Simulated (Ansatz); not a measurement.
## Cost against result

Saddle point of AlHBrCl₃, closed shell (AlCl₃ ([Cl][Al]([Cl])[Cl]) + HBr → AlBrCl₂ ([Cl][Al]([Cl])[Br]) + HCl (still joined by a long Al–Cl bond); bonds formed: Cl2–H5; dative contacts that become bonds: Al1–Br6; bonds broken: H5–Br6; bonds weakened to dative contacts: Al1–Cl2), PBE0-D4/def2-TZVP structure:

Al1  (-0.344, 0.426, -0.266)
Cl2  (1.768, -0.282, -0.547)
Cl3  (-1.567, -0.099, -1.865)
Cl4  (-0.428, 2.333, 0.560)
H5  (0.993, -1.092, 0.629)
Br6  (-0.422, -1.287, 1.489)
(Å)

Barriers are electronic and count from the start structure reached by relaxing down the imaginary mode.

Program: Ansatz 0.2.0. Basis: as named in each row. Cores are frozen in the correlated methods. Filled d shells of the heavier atoms are correlated. The def2 sets are not built for correlating such inner shells, so the correlated values are less sure here. B3LYP uses VWN-RPA correlation. Extrapolation: Hartree–Fock as exp(−7.88 √X), correlation as X^−2.97.

Times are rough, for one single point on 8 threads of a shared host (Arm Neoverse V1).

The estimate by CCSD(T) at an estimated basis limit (MP2 extrapolated from triple and quadruple zeta, plus CCSD(T) − MP2 in triple zeta) is 8.02 kcal/mol.

```json
{"method": "HF", "basis": "STO-3G", "time (s)": "under 1", "barrier (kcal/mol)": "20.99", "method less estimate": "12.98"}
{"method": "PBE-D4", "basis": "STO-3G", "time (s)": "under 1", "barrier (kcal/mol)": "-1.72", "method less estimate": "-9.73"}
{"method": "SPW92", "basis": "def2-SVP", "time (s)": "under 1", "barrier (kcal/mol)": "-3.82", "method less estimate": "-11.84"}
{"method": "PBE-D4", "basis": "def2-SVP", "time (s)": "under 1", "barrier (kcal/mol)": "0.76", "method less estimate": "-7.26"}
{"method": "B3LYP-D4", "basis": "6-31G", "time (s)": "under 1", "barrier (kcal/mol)": "10.62", "method less estimate": "2.60"}
{"method": "SPW92", "basis": "def2-TZVPP", "time (s)": "under 1", "barrier (kcal/mol)": "-2.37", "method less estimate": "-10.39"}
{"method": "PBE0-D4", "basis": "def2-SVP", "time (s)": "1", "barrier (kcal/mol)": "3.94", "method less estimate": "-4.08"}
{"method": "PBE-D4", "basis": "def2-TZVPP", "time (s)": "1", "barrier (kcal/mol)": "1.56", "method less estimate": "-6.45"}
{"method": "BLYP-D4", "basis": "def2-TZVPP", "time (s)": "2", "barrier (kcal/mol)": "4.49", "method less estimate": "-3.53"}
{"method": "CCSD(T)", "basis": "def2-SVP", "time (s)": "2", "barrier (kcal/mol)": "9.54", "method less estimate": "1.52"}
{"method": "RPA on PBE", "basis": "def2-TZVPP", "time (s)": "3", "barrier (kcal/mol)": "8.39", "method less estimate": "0.37"}
{"method": "r2SCAN-D4", "basis": "def2-TZVPP", "time (s)": "3", "barrier (kcal/mol)": "3.20", "method less estimate": "-4.81"}
{"method": "wB97M-V", "basis": "def2-SVP", "time (s)": "4", "barrier (kcal/mol)": "6.96", "method less estimate": "-1.06"}
{"method": "BHLYP-D4", "basis": "def2-TZVPP", "time (s)": "4", "barrier (kcal/mol)": "9.77", "method less estimate": "1.75"}
{"method": "B2PLYP", "basis": "def2-TZVPP", "time (s)": "4", "barrier (kcal/mol)": "7.23", "method less estimate": "-0.79"}
{"method": "B3LYP-D4", "basis": "def2-TZVPP", "time (s)": "4", "barrier (kcal/mol)": "6.41", "method less estimate": "-1.60"}
{"method": "PBE-QIDH", "basis": "def2-TZVPP", "time (s)": "4", "barrier (kcal/mol)": "6.29", "method less estimate": "-1.73"}
{"method": "CAM-B3LYP-D4", "basis": "def2-TZVPP", "time (s)": "4", "barrier (kcal/mol)": "7.89", "method less estimate": "-0.13"}
{"method": "B97M-V", "basis": "def2-TZVPP", "time (s)": "6", "barrier (kcal/mol)": "7.51", "method less estimate": "-0.50"}
{"method": "PBE0-D4", "basis": "def2-TZVPP", "time (s)": "6", "barrier (kcal/mol)": "4.23", "method less estimate": "-3.78"}
{"method": "r2SCAN0-D4", "basis": "def2-TZVPP", "time (s)": "6", "barrier (kcal/mol)": "5.19", "method less estimate": "-2.83"}
{"method": "wB97X-V", "basis": "def2-TZVPP", "time (s)": "8", "barrier (kcal/mol)": "8.46", "method less estimate": "0.44"}
{"method": "wB97M-V", "basis": "def2-TZVPP", "time (s)": "9", "barrier (kcal/mol)": "8.01", "method less estimate": "-0.01"}
{"method": "MP2", "basis": "def2-QZVPP", "time (s)": "25", "barrier (kcal/mol)": "6.31", "method less estimate": "-1.70"}
{"method": "CCSD(T)", "basis": "def2-TZVPP", "time (s)": "33", "barrier (kcal/mol)": "8.46", "method less estimate": "0.45"}
```

All methods are single points on the PBE0-D4 structures; a negative value means that the method puts the saddle structure below the start.

The T1 diagnostic stays at or below 0.008.

Labels in which every atom is bracketed show which atoms are joined, not bond orders.
